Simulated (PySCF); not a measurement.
**Magnetisability: `Br[C@H]1[C@@H]2CC[C@H]1C2`, C$_{6}$H$_{9}$Br**

Molfile (atoms numbered from 1):
```
C6H9Br
     RDKit          3D

 16 17  0  0  0  0  0  0  0  0999 V2000
    2.8757   -0.9363    0.3714 Br  0  0  0  0  0  0  0  0  0  0  0  0
    0.9357   -0.8477    0.3345 C   0  0  1  0  0  0  0  0  0  0  0  0
    0.3409    0.4400    0.9175 C   0  0  2  0  0  0  0  0  0  0  0  0
   -1.1530    0.1379    0.7771 C   0  0  0  0  0  0  0  0  0  0  0  0
   -1.1518   -0.4313   -0.6641 C   0  0  0  0  0  0  0  0  0  0  0  0
    0.3423   -0.3050   -0.9712 C   0  0  1  0  0  0  0  0  0  0  0  0
    0.6545    1.1009   -0.4343 C   0  0  0  0  0  0  0  0  0  0  0  0
    0.5772   -1.8046    0.7119 H   0  0  0  0  0  0  0  0  0  0  0  0
    0.6870    0.8531    1.8606 H   0  0  0  0  0  0  0  0  0  0  0  0
   -1.7575    1.0389    0.8709 H   0  0  0  0  0  0  0  0  0  0  0  0
   -1.4991   -0.5874    1.5135 H   0  0  0  0  0  0  0  0  0  0  0  0
   -1.4960   -1.4647   -0.7063 H   0  0  0  0  0  0  0  0  0  0  0  0
   -1.7560    0.1613   -1.3496 H   0  0  0  0  0  0  0  0  0  0  0  0
    0.6907   -0.6469   -1.9415 H   0  0  0  0  0  0  0  0  0  0  0  0
    1.6965    1.3888   -0.5468 H   0  0  0  0  0  0  0  0  0  0  0  0
    0.0052    1.9121   -0.7550 H   0  0  0  0  0  0  0  0  0  0  0  0
  1  2  1  0
  2  3  1  0
  3  4  1  0
  4  5  1  0
  5  6  1  0
  6  7  1  0
  6  2  1  0
  7  3  1  0
  2  8  1  1
  3  9  1  1
  4 10  1  0
  4 11  1  0
  5 12  1  0
  5 13  1  0
  6 14  1  6
  7 15  1  0
  7 16  1  0
M  END
```

The calculation used GIAO HF/pcSseg-1 magnetisability, rotational g tensor and spin-rotation constants, non-relativistic, gas phase in PySCF. Geometry: GFN2-xTB.

The calculation is non-relativistic, which matters for the atoms heavier than Zn.

What are the magnetisability and the molar susceptibility?

Isotropic -1570 × 10⁻³⁰ J/T², or -94.5 × 10⁻⁶ cm³/mol; principal values -1615, -1568, -1527 × 10⁻³⁰ J/T², anisotropy 76 × 10⁻³⁰ J/T² (root of half the summed squared differences of the principal values). The susceptibility is in cgs units.

Split it along the inertial axes a, b, c into diamagnetic and paramagnetic parts about the centre of mass, with the quadrupole moment.


```csv
axis,χ (10⁻⁶ cm³/mol),diamagnetic (10⁻⁶ cm³/mol),paramagnetic (10⁻⁶ cm³/mol),summed x² of all electrons (Å²),quadrupole Θ (D Å)
a,-95.7,-374.1,278.4,242.2,-0.74
b,-94.4,-1209.3,1114.9,45.3,-0.28
c,-93.5,-1220.0,1126.5,42.8,+1.02
```
Anisotropies 2χaa − χbb − χcc = -3.4 and 2χbb − χaa − χcc = +0.4 × 10⁻⁶ cm³/mol. Θ is traceless in Buckingham's convention.

And the rotational g tensor?


```tsv
axis	rotational constant (GHz)	g	nuclear part	electronic part
a	5.0109	-0.0072	0.6482	-0.6554
b	1.0337	-0.0022	0.5392	-0.5414
c	1.0217	-0.0030	0.5377	-0.5407
```
Asymmetric top; isotopes 79Br, 12C, 1H; no vibrational averaging.
